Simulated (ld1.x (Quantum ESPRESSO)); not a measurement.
# antimony (Sb): excitation energies, all-electron against RRKJ

```json
{
 "Element": "antimony (Sb)",
 "Generator": "ld1.x (Quantum ESPRESSO) 7.5",
 "Type": "norm-conserving RRKJ (Kleinman–Bylander form)",
 "Functional": "PBE",
 "Relativity": "fully relativistic",
 "Frozen core": "[Ar] 3d10 4s2",
 "Valence charge": "21",
 "Reference configuration": "4p6 4d10 5s2 5p1 (charge +2)",
 "Partial waves": "4p (bound): rc 1.45 bohr; 4d (bound): rc 1.60 bohr; 5s (bound): rc 1.65 bohr",
 "Local potential": "the s channel",
 "Core correction": "none",
 "rho0": "0.005"
}
```

Open shells are filled in proportion to 2j + 1 (rel_dist='average').

Occupied shells without a wave of their own: 5p. They enter only through the test configuration that unscreens the potential.

Energies are relative to the spin-unpolarised reference configuration 4p6 4d10 5s2 5p1; without spin polarisation the order of configurations can differ from experiment.

Q: Give the all-electron excitation energy and the error of the potential for: 4p6 4d10 5s2 5p3; 4p6 4d10 5s2 5p2; 4p6 4d10 5s2 5p0; 4p6 4d9 5s2 5p3; 4p6 4d10 5s1 5p4; 4p6 4d10 5s0 5p5; 4p6 4d9 5s2 5p4.

A:

```csv
valence configuration,charge,ΔE all-electron (eV),error AE − PS (meV)
4p6 4d10 5s2 5p3,0,-24.322,-3549
4p6 4d10 5s2 5p2,+1,-15.989,-2239
4p6 4d10 5s2 5p0,+3,24.439,+3328
4p6 4d9 5s2 5p3,+1,16.387,-5894
4p6 4d10 5s1 5p4,0,-16.236,-5965
4p6 4d10 5s0 5p5,0,-7.945,-8741
4p6 4d9 5s2 5p4,0,6.754,-7311
```

These tests converged, but a pseudo level misses the all-electron one widely, so the file describes the atom poorly there or has found another state: 4p6 4d10 5s2 5p3: 5p by 1.1 eV; 4p6 4d10 5s2 5p2: 5p by 2.0 eV; 4p6 4d10 5s2 5p0: empty 5p by 4.3 eV; 4p6 4d9 5s2 5p3: 5p by 2.2 eV; 4p6 4d10 5s1 5p4: 4d by 3.0 eV; 4p6 4d10 5s0 5p5: 4d by 3.9 eV; 4p6 4d9 5s2 5p4: 4d by 3.6 eV. ld1.x printed “convergence not achieved” for 2 of the counted tests; their residual had stalled under 1e-8, short of the target of 1e-14. The 5p level has no wave, so the channel is fitted at the deeper level alone: the likely source of the large errors.

The potential misses its own reference levels by up to 3.1 eV, so it is not fit for use.
